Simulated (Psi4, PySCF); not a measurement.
H4GeO4, singlet, geometry from GFN2-xTB, atoms displaced at random by about 0.03 Å a coordinate. Base run: TPSS/STO-3G, gradient in PySCF.

Here is a job for PySCF.
```python
from pyscf import gto, scf, dft

mol = gto.M(
    atom='''
O     0.434074    1.414103   -0.994076
Ge   -0.033340   -0.013288    0.020556
O    -1.129729    0.336402    1.260645
O    -0.745441   -1.139579   -1.119739
O     1.487154   -0.599276    0.824157
H    -0.153078    1.652013   -1.593245
H    -0.786352    0.688157    2.001604
H    -1.278055   -1.797173   -0.723628
H     2.237146   -0.569515    0.220660
''',
    basis='sto-3g',
    charge=0,
    spin=0,
    verbose=4,
)

mf = dft.RKS(mol)
mf.xc = 'tpss'
mf.kernel()
g = mf.nuc_grad_method()
grad = g.kernel()
```

Programs used: Psi4, PySCF; a row that names a program was run with it.

The coordinate followed is z of atom 6.

Each row names what was changed in the base input (with any setting that the change needs).

```
change                                                  dE/dx (Eh/bohr)  net force (Eh/bohr)
------------------------------------------------------  ---------------  -------------------
base                                                           0.153304             0.000213
grids.level = 5; grid_response = on                            0.153303             0.000000
code = psi4                                                    0.153302             0.000636
finite difference step (bohr) = 1e-5; conv_tol = 1e-11         0.153303                    -
grids.level = 0; grid_response = on                          (withheld)             0.000000
finite difference step (bohr) = 0.01; conv_tol = 1e-11         0.153309                    -
conv_tol = 1e-4                                                0.153315             0.000213
grids.level = 1; grid_response = off                           0.153313             0.001057
finite difference step (bohr) = 0.05; conv_tol = 1e-11         0.153457                    -
conv_tol = 1e-11                                               0.153305             0.000213
conv_tol = 1e-6                                                0.153319             0.000213
density fitting = on; auxbasis_response = off                  0.153263             0.000887
```

Complete the blanks.


- grids.level = 0; grid_response = on, dE/dx (Eh/bohr): 0.158781

The net force is zero for an exact gradient.
